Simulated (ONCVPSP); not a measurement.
# Which change was made? (Tb, ONCV)

terbium (Tb), optimised norm-conserving Vanderbilt (ONCV), made with ONCVPSP 4.0.1 (revPBE, scalar-relativistic). Core [Kr] 4d10 4f8, reference 5s2 5p6 5d2 6s1. Waves: 5s+6s: rc 1.95 bohr, ncon 3, nbas 7, qcut 5.1 1/bohr, 2 projectors; 5p: rc 1.65 bohr, ncon 3, nbas 6, qcut 5.9 1/bohr, 2 projectors, debl 3.4 Ha; 5d: rc 3.25 bohr, ncon 3, nbas 8, qcut 5.8 1/bohr, 2 projectors, debl 1.5 Ha; f scattering state at 0.04 Ha: rc 2.90 bohr, ncon 4, nbas 9, qcut 3.8 1/bohr, 3 projectors, debl 2.2 Ha. Local part: polynomial inside 1.65 bohr (lpopt 5, dvloc0 6 Ha). Core correction: Teter function, fcfact 6, rcfact 1.6.

Cutoffs, loose and tight: the cutoffs (Ha) at which the residual kinetic energy of the hardest occupied pseudo-wave falls to 1 and 0.1 mHa per electron. They do not see the model core or the augmentation charge, which bear on the density cutoff. Test errors are all-electron minus pseudo excitation energies from the reference, over the configurations 5s2 5p6 5d1 6s2; 5s2 5p6 5d1 6s1; 5s2 5p6 5d1 6s0; 5s2 5p6 5d0 6s2; variants that change the core or the reference have their own tests. The largest error is taken over the tests solved by every variant that gives reliable tests at all, those not shown here included: 5s2 5p6 5d1 6s0; 5s2 5p6 5d1 6s1; 5s2 5p6 5d1 6s2.

The base gives: outcome: generated; cutoff, loose: 15 Ha; cutoff, tight: 33 Ha; bound ghosts: f; GHOST(+) flags above zero: f; largest test error (meV): -34.

Problem. After one change the result is: outcome: generated; cutoff, loose: 19 Ha; cutoff, tight: 22 Ha; bound ghosts: f; GHOST(+) flags above zero: f; largest test error (meV): -34. Which change was it?
A. p: qcut 8.9
B. p: qcut 7.2
C. p: qcut 4.4

Solution. B. The others give: p: qcut 4.4 → outcome: generated; cutoff, loose: 29 Ha; cutoff, tight: 56 Ha; bound ghosts: f; GHOST(+) flags above zero: f; largest test error (meV): -35 | p: qcut 8.9 → outcome: generated; cutoff, loose: 25 Ha; cutoff, tight: 30 Ha; bound ghosts: f; GHOST(+) flags above zero: p, f; largest test error (meV): -33.
